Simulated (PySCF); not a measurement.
Geometry (Å), atoms numbered from 1 in this order:
```xyz
14

C    -1.2085   -1.3199    0.2017
C    -0.7696    0.0901    0.0437
C    -1.5857    1.2468    0.0238
N    -0.8688    2.3259   -0.1205
O     0.4215    1.9343   -0.1993
C     0.5019    0.5929   -0.1036
Si    2.2254   -0.1475   -0.1688
H    -1.4161   -1.5355    1.2499
H    -2.1201   -1.4966   -0.3661
H    -0.4340   -2.0001   -0.1425
H    -2.6521    1.3127    0.1070
H     3.0003    0.5997   -1.1546
H     2.0849   -1.5523   -0.5579
H     2.8203   -0.0508    1.1649
```

[PySCF 2.14: shieldings: GIAO PBE0/pcSseg-1; GFN2-xTB geometry; gas phase; one conformer; no relativistic terms; equivalent nuclei averaged]

Question: List the cross peaks expected in HSQC, COSY and HMBC spectra.

Answer: 

HSQC (one-bond C–H):
```tsv
δH	δC
8.24 (H11)	154.6 (C3)
2.36 (H8/H9/H10)	10.6 (C1)
```

HMBC (two and three bonds, from the bond graph):
```tsv
δH	δC
8.24 (H11)	168.3 (C6), 133.2 (C2), 10.6 (C1)
4.53 (H12/H13/H14)	168.3 (C6), 133.2 (C2)
2.36 (H8/H9/H10)	168.3 (C6), 154.6 (C3), 133.2 (C2)
```

No COSY cross peaks are expected.

Shifts are taken against calculated references (same method and geometry level): TMS for ¹H, ¹³C.

Short H···H contacts in this conformer between protons four or more bonds apart (candidates for NOE cross peaks, intensity ∝ r⁻⁶): H10···H13 2.59 Å.

Shifts are as computed. Against solution values, carbons near 30 ppm lie about +3 ppm off and those near 130 ppm about +5 ppm. Of 1211 compounds with measured shifts, 218 miss one by over three times the rms of a fit or turn the order of signals round; such compounds aren't used in these exercises.
